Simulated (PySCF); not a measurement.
**Spin-rotation constants: SMILES C#Cc1ccn(C=O)n1, C₆H₄N₂O**

Geometry:
```json
{"atom": "C1", "x (Å)": "-3.184", "y (Å)": "0.116", "z (Å)": "1.519"}
{"atom": "C2", "x (Å)": "-2.101", "y (Å)": "0.061", "z (Å)": "1.003"}
{"atom": "C3", "x (Å)": "-0.854", "y (Å)": "-0.026", "z (Å)": "0.359"}
{"atom": "C4", "x (Å)": "-0.603", "y (Å)": "-0.627", "z (Å)": "-0.916"}
{"atom": "C5", "x (Å)": "0.731", "y (Å)": "-0.471", "z (Å)": "-1.116"}
{"atom": "N6", "x (Å)": "1.227", "y (Å)": "0.187", "z (Å)": "-0.016"}
{"atom": "C7", "x (Å)": "2.531", "y (Å)": "0.560", "z (Å)": "0.223"}
{"atom": "O8", "x (Å)": "3.439", "y (Å)": "0.351", "z (Å)": "-0.530"}
{"atom": "N9", "x (Å)": "0.257", "y (Å)": "0.453", "z (Å)": "0.874"}
{"atom": "H10", "x (Å)": "-4.123", "y (Å)": "0.171", "z (Å)": "1.983"}
{"atom": "H11", "x (Å)": "-1.325", "y (Å)": "-1.093", "z (Å)": "-1.554"}
{"atom": "H12", "x (Å)": "1.382", "y (Å)": "-0.753", "z (Å)": "-1.918"}
{"atom": "H13", "x (Å)": "2.617", "y (Å)": "1.073", "z (Å)": "1.193"}
```

Method used: GIAO B3LYP/pcSseg-1 magnetisability, rotational g tensor and spin-rotation constants, non-relativistic, gas phase in PySCF. Geometry: GFN2-xTB.

**Question.** Give the nuclear spin-rotation constants along the inertial axes (H = +C I·J) beside the isotropic shieldings.

**Answer.** Rotational constants 6.6132, 0.9445, 0.8265 GHz. A star marks the isotopologue with that one atom substituted, in its own axes.
```
atom  isotope  Caa (kHz)  Cbb (kHz)  Ccc (kHz)  mean (kHz)  σ (ppm)
  N6      14N      1.211      0.158      0.077       0.482    -11.6
  N9      14N      2.094      0.171      0.053       0.772    -99.5
 H10       1H      0.187     -0.105     -0.096      -0.005     29.0
 H11       1H     -0.351      0.051     -0.096      -0.132     25.1
 H12       1H      0.063      0.005     -0.089      -0.007     23.6
 H13       1H     -0.563      0.093     -0.072      -0.181     22.7
  C1     13C*      0.788      0.289      0.278       0.452     92.7
  C2     13C*      0.048      0.332      0.304       0.228    102.1
  C3     13C*      3.185      0.343      0.152       1.227     36.5
  C4     13C*      2.219      0.410      0.128       0.919     58.2
  C5     13C*      2.356      0.436      0.125       0.972     48.1
  C7     13C*      2.597      0.428      0.216       1.080     16.6
  O8     17O*     -5.324     -0.525     -0.030      -1.960   -172.5
```
For the geometry as given, no vibrational averaging.
